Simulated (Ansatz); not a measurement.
Isolated molecules relaxed with PBE0-D4/def2-TZVP in Ansatz; ΔE leaves out vibrations. CCSD(T)/CBS adds triple-zeta CCSD(T) − MP2 to the extrapolated MP2 energy (def2 sets, frozen cores). This one scheme is used for every species, atoms too. Functionals use def2-TZVPP. B3LYP here is the variant with VWN-RPA as its local correlation; programs differ in this. No spin–orbit coupling; open shells (•) take unrestricted orbitals. Spin–orbit coupling would lower the free atoms: a little for B, C.

Reaction (atomization): `B/C(C)=C/C` → B• + 4 C• + 9 H•

`B/C(C)=C/C`:

Cartesian coordinates in Å:
```
B 0.819 1.063 -1.653
C 0.367 0.225 -0.457
C 1.252 -0.795 0.206
C -0.887 0.436 -0.002
C -1.510 -0.277 1.146
H 1.916 0.944 -2.124
H 0.062 1.859 -2.132
H 0.810 -1.797 0.170
H 2.229 -0.845 -0.274
H 1.411 -0.564 1.265
H -1.489 1.183 -0.513
H -0.923 -0.130 2.060
H -1.526 -1.358 0.969
H -2.530 0.055 1.337
```

```tsv
level	ΔE (kJ/mol)	difference from CCSD(T)/CBS
PBE-D4	5687.5	125.8
r2SCAN-D4	5602.7	41.0
ωB97X-V	5578.4	16.7
ωB97M-V	5594.3	32.6
B2PLYP	5539.1	-22.6
r2SCAN	5596.1	34.4
B3LYP	5559.0	-2.7
MP2/def2-TZVPP	5514.0	-47.7
SCS-MP2/def2-TZVPP	5497.3	-64.4
CCSD/def2-TZVPP	5383.1	-178.6
CCSD(T)/def2-TZVPP	5450.7	-111.0
HF/def2-QZVPP	4282.7	-1279.0
MP2/def2-QZVPP	5579.0	17.3
SCS-MP2/def2-QZVPP	5570.7	9.0
HF/CBS(def2)	4283.5	-1278.2
MP2/CBS(def2)	5624.9	63.2
CCSD(T)/CBS	5561.7	0
```

Largest T1 diagnostic among the species: 0.014.

From PBE to PBE0 (25 % exact exchange), in def2-TZVPP and without D4, ΔE moves by −59.5 kJ/mol: exact exchange takes away binding that semilocal exchange gives to molecules. In def2-TZVPP, CCSD(T) changes the Hartree–Fock value by +1172.1 kJ/mol (the triples alone add +67.6 kJ/mol) and MP2 by +1235.3 kJ/mol; breaking electron pairs costs correlation energy, which Hartree–Fock lacks. The D4 term adds +40.1 kJ/mol with B3LYP and +21.2 kJ/mol with PBE0; it sums over pairs of atoms, weighted by their polarisabilities, and B3LYP, whose exchange is more repulsive, gets the larger term.

For atomizations the MP2-based limit and the directly extrapolated one differ by several kJ/mol either way, and by 10 to 25 for some Ge, Se and Sn compounds, so smaller differences from it don't rank the levels.
